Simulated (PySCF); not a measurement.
## [Cr(NH3)6]2+: what the settings change

The complex [Cr(NH3)6]2+ (charge +2) contains Cr(II), shell d4. The structure is a PBE0-D3(BJ)/def2-SVP, IEF-PCM water geometry optimised for multiplicity 5; coordination octahedral, point group Ci, metal–donor distances 2.16–2.47 Å.

```
25

Cr    0.0000    0.0000    0.0000
N    -0.0129   -0.0209    2.4738
H     0.9239   -0.0193    2.8794
H    -0.4916    0.7774    2.8932
H    -0.4740   -0.8471    2.8572
N     0.0129    0.0209   -2.4738
H    -0.9239    0.0193   -2.8794
H     0.4740    0.8471   -2.8572
H     0.4916   -0.7774   -2.8932
N     2.1574   -0.0215   -0.0113
H     2.5876    0.9048   -0.0100
H     2.5463   -0.5094    0.7977
H     2.5306   -0.5001   -0.8332
N    -2.1574    0.0215    0.0113
H    -2.5876   -0.9048    0.0100
H    -2.5306    0.5001    0.8332
H    -2.5463    0.5094   -0.7977
N    -0.0215    2.1564   -0.0182
H    -0.0045    2.5522    0.9235
H     0.7732    2.5691   -0.5097
H    -0.8537    2.5424   -0.4675
N     0.0215   -2.1564    0.0182
H     0.0045   -2.5522   -0.9235
H     0.8537   -2.5424    0.4675
H    -0.7732   -2.5691    0.5097
```

Method (PySCF 2.14, density fitting): CASSCF(4,5) with orbitals averaged over all microstates of the shell, strongly contracted NEVPT2 on the averaged canonical orbitals; basis x2c-TZVPall on the metal, x2c-SVPall elsewhere; spin-free X2C; IEF-PCM water; spin-orbit coupling by state interaction with the mean-field operator over all roots.

Base run: NEVPT2 ground state 5Ag (from 5Eg), next 5Ag (from 5Eg) at 8060, then 3Ag (from 3T1g) at 10382 cm⁻¹, 10Dq(CASSCF) 11438, B(CASSCF) 969, ζ 229 cm⁻¹, D -2.00 cm⁻¹, g 1.977 1.996 1.996, μeff(300 K) 4.88 μB.

What happens with the basis x2c-TZVPall on all atoms?

NEVPT2 ground state 5Ag (from 5Eg), next 5Ag (from 5Eg) at 7995, then 3Ag (from 3T1g) at 10655 cm⁻¹, 10Dq(CASSCF) 11193, B(CASSCF) 968, ζ 229 cm⁻¹, D -1.98 cm⁻¹, g 1.976 1.996 1.996, μeff(300 K) 4.88 μB. It took 70 s against 29 s on a shared host of the same kind.

What happens with orbitals averaged over the highest spin alone?

NEVPT2 ground state 5Ag (from 5Eg), next 5Ag (from 5Eg) at 7832, then 3Ag (from 3T1g) at 10887 cm⁻¹, 10Dq(CASSCF) 11484, B(CASSCF) 999, ζ 236 cm⁻¹, D -2.08 cm⁻¹, g 1.975 1.995 1.996, μeff(300 K) 4.88 μB.

NEVPT2 lifts 5Ag (from 5T2g) from 13848 to 16513 cm⁻¹; on the d shell alone it tends to overshoot states that fill the eg-type orbitals.
